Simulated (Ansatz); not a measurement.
CH4 (SMILES C) at its CCSD(T)/cc-pVTZ minimum, average atomic masses, point group Td.
(charge 0, multiplicity 1):
```xyz
5

C      0.0000     0.0000     0.0000
H     -0.7099    -0.2734    -0.7793
H      0.1263     1.0816     0.0128
H     -0.3757    -0.3331     0.9664
H      0.9593    -0.4751    -0.1999
```

Frozen-core correlation.

The values were computed with Ansatz (a program for electronic structure). 

Harmonic frequencies (cm⁻¹): 1344 1344 1344 1571 1571 3034 3153 3153 3153.

Problem. Work out the rotational constants, the zero-point energy, and the ideal-gas entropy and heat capacity at 298.15 K and 1 bar (rigid rotor, harmonic oscillator).

Solution. 
Principal moments 3.188, 3.188, 3.188 u Å² give 16.8576/I = 5.288, 5.288, 5.288 cm⁻¹. Zero point: Σω/2 = 9834 cm⁻¹ = 28.12 kcal/mol. Translation R(1.5 ln M + 2.5 ln T − 1.1517) with M = 16.043 u: 143.47 J/(mol K). Rotation with σ = 12: q = 36.2, S = R(ln q + 3/2) = 42.32. Vibration, summed over R(u/(eᵘ − 1) − ln(1 − e⁻ᵘ)) with u = 1.43878ω/T: 0.36, of which the lowest mode gives 0.10. S° = 186.1 J/(mol K); C_p = 4R + 2.10 = 35.35 J/(mol K).
